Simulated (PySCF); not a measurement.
These 3 structures share the formula C5H3F3S. Method used: PBE0-D3(BJ)/def2-SVP geometry optimisation, gas phase in PySCF. Energies are electronic, without zero-point or thermal terms, for one conformer each. No frequencies were run at this level. Point groups hold within 0.08 Å.

Question: Order them by energy at this level, lowest first, and give relative energies in kcal/mol.
A. `FC(F)(F)c1cccs1`
B. `[CH:1]#[C:2]/[CH:3]=[CH:4]/[S:5][C:6]([F:7])([F:8])[F:9]` with C3–C4–S5–C6 153°
C. `FC(F)(F)c1ccsc1`

Answer: C (0.0), A (1.7), B (67.5).

As drawn, the lowest has an aromatic ring, which the highest lacks; the highest has a C≡C bond and a C=C bond outside aromatic rings, which the lowest lacks. Neighbours under 2.5 kcal/mol apart (FC(F)(F)c1ccsc1 and FC(F)(F)c1cccs1) can change places with a better method, another conformer or zero-point energy.

| SMILES | E (Eh) | E rel (kcal/mol) | dipole (D) | point group | A, B, C (MHz) |
| --- | --- | --- | --- | --- | --- |
| FC(F)(F)c1ccsc1 | -888.93484 | 0.0 | 2.23 | near Cs | 3182, 895.6, 795.2 |
| FC(F)(F)c1cccs1 | -888.93219 | 1.7 | 2.76 | near Cs | 2788, 1071, 893.1 |
| C#C/C=C/SC(F)(F)F | -888.82731 | 67.5 | 1.15 | C1 | 3554, 616.9, 581.1 |
